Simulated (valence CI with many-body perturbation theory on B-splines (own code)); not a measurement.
## Mo¹⁹⁺: one-electron terms

Calculated by configuration interaction combined with many-body perturbation theory (CI+MBPT): five valence electrons over a frozen Dirac-Fock core [Ar], a basis of 7 s, 7 p, 8 d, 6 f, 4 g, 1 h functions for each j, with the one-electron correlation potential Σ1, the two-electron term Σ2, the three-electron term Σ3, Breit, model QED; selected CI, second order for the rest (own B-spline code, finite nucleus).

No measured spectrum was set against this ion. As an estimate, terms of the open shell hold to 2 to 4 % of their energy, and close levels can change places. Core correlation moves these levels by up to 12000 cm⁻¹, and in measured spectra 5 to 20 % of such shifts remained as error; rates that hang on mixing are uncertain with them. Only levels of the ground parity were solved; by the run's estimate the other parity begins above the list, which can be wrong where configurations are misplaced.

These are the spectroscopic orbitals of the CI (the correlating ones are not listed), shaped by the core and the other valence electrons. h is the expectation value of the core's Dirac-Fock operator, without the valence repulsion; Σ1 is computed up to l = 3 at one energy for each symmetry, that of its lowest orbital but kept below the first core excitation, so for empty shells it is not the orbital's own correlation shift; Breit and QED include the response of the core.

| Orbital | h (hartree) | Σ1 (cm⁻¹) | Breit (cm⁻¹) | QED (cm⁻¹) | ⟨r⟩ (bohr) |
| --- | --- | --- | --- | --- | --- |
| 4s1/2 | -23.49 | -6588 | 1183 | 847 | 0.8445 |
| 5s1/2 | -14.068 | -2385 | 562 | 405 | 1.415 |
| 6s1/2 | -9.3764 | -1165 | 304 | 221 | 2.140 |
| 4p1/2 | -22.241 | -7616 | 1812 | -63.9 | 0.8576 |
| 5p1/2 | -13.466 | -2815 | 890 | -30.5 | 1.446 |
| 6p1/2 | -9.0421 | -1389 | 494 | -16.7 | 2.190 |
| 4p3/2 | -21.957 | -7388 | 1143 | 17.1 | 0.8698 |
| 5p3/2 | -13.333 | -2772 | 562 | 9.0 | 1.461 |
| 6p3/2 | -8.9692 | -1376 | 322 | 5.1 | 2.208 |
| 3d3/2 | -39.565 | -21015 | 2436 | -324 | 0.3664 |
| 4d3/2 | -20.083 | -7411 | 765 | -75.1 | 0.8692 |
| 5d3/2 | -12.45 | -2993 | 375 | -34.7 | 1.500 |
| 3d5/2 | -39.389 | -20570 | 899 | -222 | 0.3688 |
| 4d5/2 | -20.026 | -7328 | 332 | -46.8 | 0.8722 |
| 5d5/2 | -12.422 | -2957 | 163 | -21.4 | 1.504 |
| 4f5/2 | -18.291 | -12283 | 5.0 | -31.2 | 0.8319 |
| 5f5/2 | -11.648 | -5605 | 2.1 | -16.8 | 1.491 |
| 4f7/2 | -18.278 | -11702 | -102 | -23.2 | 0.8328 |
| 5f7/2 | -11.64 | -5312 | -52.0 | -12.5 | 1.492 |
| 5g7/2 | -11.245 |  | -0.3 | -2.3 | 1.365 |
| 5g9/2 | -11.242 |  | -6.2 | -0.4 | 1.366 |

Among the shells of the start configuration 3d5, Σ1 is largest in size for 3d3/2, where it is 0.24 % of h.

Lowest root of each symmetry, sizes in configuration state functions:

```
   J  Parity  Roots  Reference  Variational  Second order  Change by selected CI (cm⁻¹)  Change by second order (cm⁻¹)
 1/2    even      4         39        17141        202932                        -17378                            -11
 3/2    even      7         67        25154        626897                        -17231                            -39
 5/2    even     10         81        26647        657459                        -11980                            -63
 7/2    even      7         72        24423        464646                        -15665                           -187
 9/2    even      5         56        24222        584964                        -15436                           -127
11/2    even      3         35        24540        264802                        -15596                            -33
13/2    even      1         18        18581        144189                        -16559                            -14
```
